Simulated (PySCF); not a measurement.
PySCF 2.14.0 with density-fitted response routines calculation with structure optimised with GFN2-xTB and σ from GIAO-PBE0/pcSseg-1; one conformer, non-relativistic Hamiltonian, no solvent model, averaged over atoms made equivalent by symmetry, fast rotation or ring inversion.

Scale: ¹H and ¹³C vs TMS (reference shieldings calculated alike). Acid and N–H amide carbonyl carbons lie up to 10 ppm further downfield in solution (hydrogen bonding). Shifts are as computed. Against solution values, carbons near 30 ppm lie about +3 ppm off and those near 130 ppm about +5 ppm. Of 1309 compounds with measured shifts, 239 miss one by over three times the rms of a fit or turn the order of signals round; such compounds aren't used in these exercises. OH and NH positions are gas-phase values without hydrogen bonding to other molecules.

(1) Order these molecules by the shift of their most shielded carbon-bound hydrogen, lowest δ first.
A. O=C(O)/C=C/CN([SiH3])[SiH3]
B. N[SiH2]n1cnc(C=O)c1
C. CN([SiH3])[SiH2]C(F)(F)F
D. C=Cc1n[nH]c(O[SiH3])n1
E. C[C@@H]1N[Si@H]([SiH3])C1(F)F

(2) Order these molecules by the shift of their most shielded carbon, lowest δ first.
A. O=C(O)/C=C/CN([SiH3])[SiH3]
B. CN([SiH3])[SiH2]C(F)(F)F
C. N[SiH2]n1cnc(C=O)c1
D. C[C@@H]1N[Si@H]([SiH3])C1(F)F

(3) How many ¹³C and ¹H signals does each give (equivalence by symmetry and fast rotation, but not about amide C–N or C=N bonds)? `N[SiH2]n1cnc(C=O)c1`, `C=Cc1n[nH]c(O[SiH3])n1`, `CN([SiH3])[SiH2]C(F)(F)F`, `O=C(O)/C=C/CN([SiH3])[SiH3]`, `C[C@@H]1N[Si@H]([SiH3])C1(F)F`

Answers

(1) E (1.35 ppm, hydrogen on a methyl carbon), C (2.80 ppm, hydrogen on a methyl carbon bonded to N), A (3.80 ppm, hydrogen on an allylic sp3 CH2 bonded to N), D (5.83 ppm, hydrogen on a terminal =CH2 carbon), B (7.71 ppm, hydrogen on an aromatic CH next to a ring nitrogen).

(2) D (22.8 ppm, methyl carbon), B (37.2 ppm, methyl carbon bonded to N), A (56.7 ppm, allylic sp3 CH2 bonded to N), C (128.7 ppm, aromatic CH next to a ring nitrogen).

(3) N[SiH2]n1cnc(C=O)c1: 4 C, 5 H; C=Cc1n[nH]c(O[SiH3])n1: 4 C, 5 H; CN([SiH3])[SiH2]C(F)(F)F: 2 C, 3 H; O=C(O)/C=C/CN([SiH3])[SiH3]: 4 C, 5 H; C[C@@H]1N[Si@H]([SiH3])C1(F)F: 3 C, 5 H.
